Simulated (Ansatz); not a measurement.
Isomers of C2H3BClF, relaxed with PBE0-D4/def2-TZVP in Ansatz; electronic energies, one conformer each and not always the lowest. Functionals use def2-TZVPP; CBS adds triple-zeta CCSD(T) − MP2 to the MP2 limit of def2-TZVPP and def2-QZVPP.

Problem. Order them by energy at frozen-core CCSD(T)/CBS, lowest first. (Estimate.)
A. `B/C=C(\F)Cl`
B. `FB1CC1Cl`
C. `F[C@H]1B[C@@H]1Cl`
D. `C=C(F)BCl`

Solution. D (0.0 kcal/mol), B (6.2 kcal/mol), A (35.4 kcal/mol), C (63.2 kcal/mol).

Problem. How do PBE0-D4, r2SCAN-D4, B3LYP-D4, B3LYP place them (kcal/mol, against `C=C(F)BCl`)? (Best estimate.)

Solution. Ansatz gave: 
```json
{"isomer": "`F[C@H]1B[C@@H]1Cl`", "PBE0-D4": "59.0", "r2SCAN-D4": "61.8", "B3LYP-D4": "63.8", "B3LYP": "63.8"}
{"isomer": "`FB1CC1Cl`", "PBE0-D4": "3.5", "r2SCAN-D4": "5.6", "B3LYP-D4": "8.0", "B3LYP": "8.0"}
{"isomer": "`B/C=C(\\F)Cl`", "PBE0-D4": "33.6", "r2SCAN-D4": "33.2", "B3LYP-D4": "34.1", "B3LYP": "34.2"}
```

B3LYP here is the variant with VWN-RPA as its local correlation; programs differ in this.
